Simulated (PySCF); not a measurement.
## Excitation energy of Ni by level of theory

Ni [Ar] 3d8 4s2 (3F) → Ni [Ar] 3d8 4s1 4p1 (high-spin determinant), as a difference of total energies. Computed with PySCF 2.14 in x2c-TZVPPall with one added diffuse shell each of s, p, d, f type (7s6p5d3f1g, 80 functions), with scalar relativity by spin-free X2C-1e. Correlated levels: valence: [Ar] frozen. The calculations carry no spin-orbit coupling.

| method | excitation energy (eV) |
| --- | --- |
| UHF | 2.127 |
| MP2 (valence) | 3.147 |
| SCS-MP2 (valence) | 3.347 |
| CCSD (valence) | 3.209 |
| CCSD(T) (valence) | 3.294 |

**Question.** How much does correlation contribute at CCSD(T) (valence)?

**Answer.** 3.294 − (2.127) = 1.167 eV, measured against UHF.

The determinant of the upper state mixes LS terms, which raises its energy above the lowest term, most at the Hartree-Fock and MP2 levels.
